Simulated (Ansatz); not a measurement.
Born–Oppenheimer molecular dynamics of Cl2H4Si2 (8 atoms, charge 0, multiplicity 1). It starts from a relaxed structure.

Level of theory: RKS PBE/6-31G (Ansatz).

* ensemble: NVT, Nosé–Hoover chain
* time step: 0.5 fs
* steps asked: 150
* set temperature: 1500 K
* thermostat: time constant 20 fs, chain length 1
* seed: 549111

First frame:

```xyz
8
Properties=species:S:1:pos:R:3
Si 0.053 -0.003 0.040
H 0.538 -0.036 1.470
Cl 1.845 0.360 -1.186
Cl -1.272 1.750 -0.093
Si -1.086 -1.905 -0.787
H -2.308 -2.137 0.071
H -1.482 -1.640 -2.217
H -0.154 -3.091 -0.701
```

Question: How far do the bonds stretch over the last three quarters of this one trajectory? (Pairs bonded in most of those frames.)

Answer: 
| bond | mean (Å) | spread (Å) | shortest | longest |
| --- | --- | --- | --- | --- |
| Si1–H2 | 1.547 | 0.081 | 1.42 | 1.68 |
| Si1–Cl3 | 2.213 | 0.119 | 2.05 | 2.40 |
| Si1–Cl4 | 2.262 | 0.077 | 2.14 | 2.35 |
| Si5–H6 | 1.535 | 0.030 | 1.46 | 1.59 |
| Si5–H7 | 1.546 | 0.081 | 1.39 | 1.72 |
| Si5–H8 | 1.549 | 0.086 | 1.39 | 1.71 |

Mean temperature of the second half: 2084 K. The conserved energy stayed within 0.8 meV per atom of its start (net change 0.59 meV per atom), so the integration is sound. The mean temperature of the second half is 39 % above the set value. A run of 0.075 ps of so small a system gives no equilibrium averages. The orbitals stay closed-shell, which can raise the energy where a bond breaks towards radicals; this wasn't checked here. Limits of this set-up: no polarisation functions.

Run time: 6.7 min on 1 thread of Arm Neoverse V2, with other jobs on the host, peak memory 0.098 GiB.
